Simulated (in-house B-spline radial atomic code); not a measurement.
**RPA and G0W0 on SCAN: Xe IX (Xe8+)**

Configuration [Kr] 4d10, mean-field start SCAN. Computed with an all-electron radial atomic-structure program (B-spline basis): all electrons, scalar-relativistic (spin-free one-electron X2C), finite nucleus, each spin shell either full or empty, empty states to l = 9 with an (l + 1/2)⁻⁴ tail; G0W0 by contour deformation at full frequency.

Command:
```bash
python run_gw.py task.json out
```
Settings (radii: box in bohr, nucleus in fm):
```
Z                        54
electrons                46
configuration            [Kr] 4d10
hamiltonian              x2c
method                   scan,scan
lmax                     9
rms_radius               4.7859
spin_polarised           False
box_radius               7.7
intervals                66
```

Run time, properties included: 3.4 s on 1 thread of Arm Neoverse N1 (shared host).

Energies (hartree):

```csv
term,value
mean-field total,-7431.40364
Hartree-Fock functional on these orbitals,-7428.27420
direct second order,-4.0843
second-order exchange,1.1293
SOSEX correction,1.0689
```

(1) What is the RPA correlation energy, and what remains with SOSEX?

Quasi-particle levels (eV):

```json
{"level": "4d", "occupied": "yes", "mean field": "-168.64", "Σx - vxc": "-11.96", "Σc": "?", "QP weight": "?", "G0W0": "?"}
{"level": "3d", "occupied": "yes", "mean field": "-769.57", "Σx - vxc": "-42.14", "Σc": "14.77", "QP weight": "0.859", "G0W0": "-796.94"}
{"level": "5s", "occupied": "no", "mean field": "-111.56", "Σx - vxc": "7.77", "Σc": "-2.35", "QP weight": "0.985", "G0W0": "-106.14"}
```

G0W0 = mean field + (Σx - vxc) + Σc, with Σc (partial-wave tail included) taken at the quasi-particle energy. Only the outer levels were computed. Levels of low weight are left out.

(2) Where does G0W0 put 4d?

Answers

(1) RPA gives -3.6818 hartree (-2.18 eV per electron); RPA + SOSEX gives -2.613, and the second-order doubles -2.9551 hartree (no singles). SOSEX takes back 29 % of the RPA value.

(2) At -180.55 eV, with Σc = 0.05 eV and a quasi-particle weight of 0.970. The tabulated removal energy is 179.84 ± 0.12 eV (NIST, measured); the calculation leaves out spin-orbit coupling, Breit and QED terms, and what these don't explain is the method's own error.
